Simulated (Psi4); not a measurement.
C2H7Cl2NSi2, singlet, geometry from GFN2-xTB, atoms displaced at random by about 0.08 Å a coordinate; HF/STO-3G, gradient (Psi4).

The Psi4 input:
```
memory 2 GB

molecule {
0 1
Si    1.36477369    0.06650007    0.05792832
Cl    2.48671113   -1.80855078   -0.71217032
Cl    2.11751862    0.47938905    1.83317720
C    -0.28846682   -0.15458874   -0.11364536
C    -1.20807162    0.61378158   -0.62429731
Si   -3.18252207    0.23579435   -0.71757457
N    -3.75359703    1.95161928   -0.64691472
H     2.00352012    0.99035471   -0.94093067
H    -0.77319968   -1.04974594    0.32626360
H    -0.92279721    1.40089711   -1.10851572
H    -3.61828018   -0.22011130   -1.87680122
H    -3.49891411   -0.66677076    0.58247584
H    -3.45318357    2.44065917    0.18433475
H    -4.88706115    2.08223411   -0.67013647
symmetry c1
no_reorient
no_com
}

set {
  basis sto-3g
}

gradient('scf')
print_variables()
```

Problem. What does Psi4 print? Leave out banner, timings and long lists.

Solution. 
```
gradient() will perform analytic gradient computation.

   => Loading Basis Set <=

    Name: STO-3G
    Role: ORBITAL
    Keyword: BASIS

         ---------------------------------------------------------
                                   SCF
               by Justin Turney, Rob Parrish, Andy Simmonett
                          and Daniel G. A. Smith
                              RHF Reference
         ---------------------------------------------------------

  ==> Geometry <==

    Molecular point group: c1
    Full point group: C1

    Geometry (in Angstrom), charge = 0, multiplicity = 1:

       Center              X                  Y                   Z               Mass
    ------------   -----------------  -----------------  -----------------  -----------------
         SI           1.364773690000     0.066500070000     0.057928320000    27.976926534650
         CL           2.486711130000    -1.808550780000    -0.712170320000    34.968852682000
         CL           2.117518620000     0.479389050000     1.833177200000    34.968852682000
         C           -0.288466820000    -0.154588740000    -0.113645360000    12.000000000000
         C           -1.208071620000     0.613781580000    -0.624297310000    12.000000000000
         SI          -3.182522070000     0.235794350000    -0.717574570000    27.976926534650
         N           -3.753597030000     1.951619280000    -0.646914720000    14.003074004430
         H            2.003520120000     0.990354710000    -0.940930670000     1.007825032230
         H           -0.773199680000    -1.049745940000     0.326263600000     1.007825032230
         H           -0.922797210000     1.400897110000    -1.108515720000     1.007825032230
         H           -3.618280180000    -0.220111300000    -1.876801220000     1.007825032230
         H           -3.498914110000    -0.666770760000     0.582475840000     1.007825032230
         H           -3.453183570000     2.440659170000     0.184334750000     1.007825032230
         H           -4.887061150000     2.082234110000    -0.670136470000     1.007825032230

  Running in c1 symmetry.

  Rotational constants: A =      0.06658  B =      0.01490  C =      0.01271 [cm^-1]
  Rotational constants: A =   1996.15923  B =    446.55064  C =    381.00061 [MHz]
  Nuclear repulsion =  549.675290260750899

  Charge       = 0
  Multiplicity = 1
  Electrons    = 88
  Nalpha       = 44
  Nbeta        = 44

  ==> Algorithm <==

  SCF Algorithm Type is DF.
[...]
  @DF-RHF Final Energy: -1612.99198638478379
    Total Energy =                      -1612.9919863847837860
[...]
         H           -3.498914110000    -0.666770760000     0.582475840000     1.007825032230
         H           -3.453183570000     2.440659170000     0.184334750000     1.007825032230
         H           -4.887061150000     2.082234110000    -0.670136470000     1.007825032230

  Nuclear repulsion =  549.675290260750899

  ==> Basis Set <==

  Basis Set: STO-3G
    Blend: STO-3G
    Number of shells: 36
    Number of basis functions: 58
    Number of Cartesian functions: 58
    Spherical Harmonics?: true
    Max angular momentum: 1

  ==> DFJKGrad: Density-Fitted SCF Gradients <==

    Gradient:                    1
    J tasked:                  Yes
    K tasked:                  Yes
    wK tasked:                  No
    Integrals threads:           1
    Schwarz Cutoff:          1E-12
    Fitting Condition:       1E-10

   => Auxiliary Basis Set <=

  Basis Set: (STO-3G AUX)
    Blend: DEF2-UNIVERSAL-JKFIT
    Number of shells: 269
    Number of basis functions: 865
    Number of Cartesian functions: 1031
    Spherical Harmonics?: true
    Max angular momentum: 4

  -Total Gradient:
     Atom            X                  Y                   Z
    ------   -----------------  -----------------  -----------------
       1       -0.148408420643     0.026516263116     0.117866166807
       2        0.035595077378    -0.046976723897    -0.027086543927
       3       -0.017130938714    -0.011060089156    -0.058699085668
       4        0.133734321178     0.063213907031    -0.031809902693
       5        0.094342467670     0.113183166500    -0.029311101759
       6       -0.061211705727    -0.049291325836    -0.136903974930
       7        0.092273065541     0.027197907149     0.022354688823
       8        0.023639521282     0.014411131594    -0.030254209371
       9       -0.028307303260    -0.010351607075     0.000452412064
      10       -0.036487322955    -0.128698213368     0.068439923493
      11        0.020266271759     0.035296569150     0.062176692017
      12       -0.010684134778    -0.040231406429     0.065932327259
      13       -0.004943078201    -0.007820578118    -0.019723384387
      14       -0.092677820494     0.014610999350    -0.003434007740

  Variable Map:
  ----------------------------------------------------------------------------
[...]
  Array Variable Map:
  ----------------------------------------------------------------------------
[...]
[...]
```
